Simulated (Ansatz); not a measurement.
`[OH][GeH2][TeH]` + H₂ → `[GeH3][TeH]` + H₂O at 298.15 K and 1 bar (hydrogenolysis of a Ge–O bond).

Program: Ansatz. Geometries: PBE0-D4/def2-TZVP. ΔE: electronic, gas phase. CBS: MP2 limit from def2 TZ/QZ plus the TZ coupled-cluster correction, frozen cores. This one scheme is used for every species. Elements past krypton have def2 core potentials. For Ge, Te outer-core shells are correlated without core-valence functions, which leaves a few kJ/mol of doubt a bond. Scalar relativity is left out up to krypton. Each species was taken in one conformer, which may not be the lowest.

```json
{"species": "`[OH][GeH2][TeH]`", "CCSD(T)/CBS energy (Eh)": "-2421.45317", "H − E (kJ/mol)": "114.4", "S (J/(mol·K))": "343.1"}
{"species": "H₂", "CCSD(T)/CBS energy (Eh)": "-1.17544", "H − E (kJ/mol)": "35.1", "S (J/(mol·K))": "130.4"}
{"species": "`[GeH3][TeH]`", "CCSD(T)/CBS energy (Eh)": "-2346.24724", "H − E (kJ/mol)": "93.7", "S (J/(mol·K))": "311.2"}
{"species": "H₂O", "CCSD(T)/CBS energy (Eh)": "-76.37941", "H − E (kJ/mol)": "66.4", "S (J/(mol·K))": "188.7"}
```

H − E and S are ideal-gas, rigid-rotor, harmonic terms from PBE0-D4/def2-TZVP, for one conformer and one mirror image of each species. The MP2-based limit puts H₂ 0.8 mEh under its directly extrapolated value; such offsets cancel only in part. 1 Eh = 2625.50 kJ/mol, R = 8.31446 J/(mol·K).

Task: By hand: ΔE, ΔH, ΔS and ΔG.

Result: ΔE = (-2346.24724) + (-76.37941) − (-2421.45317) − (-1.17544) = 0.00196 Eh = 5.1 kJ/mol. Δ(H − E) = 93.7 + 66.4 − 114.4 − 35.1 = 10.6, so ΔH = 15.7 kJ/mol. ΔS = 311.2 + 188.7 − 343.1 − 130.4 = 26.4 J/(mol·K). ΔG = 15.7 − 298.15 × (26.4)/1000 = 7.8 kJ/mol.

Task: By hand: the equilibrium constant, and the temperature at which ΔG would vanish if ΔH and ΔS stayed fixed.

Result: log₁₀ K = −ΔG/(RT ln 10) = -1.4. ΔG = 0 at ΔH/ΔS = 595 K.

TΔS isn't small against ΔH here. A doubt of 5 kJ/mol in ΔE shifts log₁₀ K by 0.9 here. Other conformers and mirror images would add mixing entropy, several J/(mol·K) or more a flexible species. These are equilibria of isolated gas molecules and say nothing of rates. Largest T1 diagnostic: 0.011 (customary marks: 0.02 for closed shells, 0.045 for open ones).
